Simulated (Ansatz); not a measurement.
Molecule: C₂H₇Ge (charge 0, doublet). It need not be the lowest isomer of its formula. 
Structure (B3LYP-D3(BJ)/def2-TZVP (Ansatz, a quantum-chemistry and plane-wave program) minimum search):
```
Ge
H 1 1.5576
C 1 1.9806 2 109.45
H 3 1.0889 1 110.74 2 -58.19
H 3 1.0894 4 108.98 1 121.51
H 3 1.0926 4 108.81 5 118.45
C 1 1.9806 2 109.45 3 120.63
H 7 1.0889 1 110.74 2 58.19
H 7 1.0894 8 108.98 1 -121.51
H 7 1.0926 8 108.81 9 -118.45
```
Charge 0, spin multiplicity 2.

Basis-set convergence of Hartree-Fock and MP2 correlation energies (hartree) with Ansatz. Cores are frozen in the correlated levels unless marked. UHF or UKS for open shells. Spin-orbit coupling is left out. Frozen are the shells of the preceding noble gas and the d and f shells that filled before the atom's block. Non-relativistic.

| basis | functions | E(HF) | E(corr, MP2) |
|---|---|---|---|
| cc-pVDZ | 90 | -2155.12099 | -0.37786 |
| cc-pVTZ | 201 | -2155.22113 | -0.46438 |
| cc-pVQZ | 388 | -2155.22976 | -0.49345 |

Extrapolating the two largest sets (X = 3 and 4) as X^-3: E(corr) = (64·(-0.49345) - 27·(-0.46438))/37 = -0.5147 Eh, an estimate of the basis-set limit. The largest set recovers 95.9 % of it, the smallest 73.4 %.
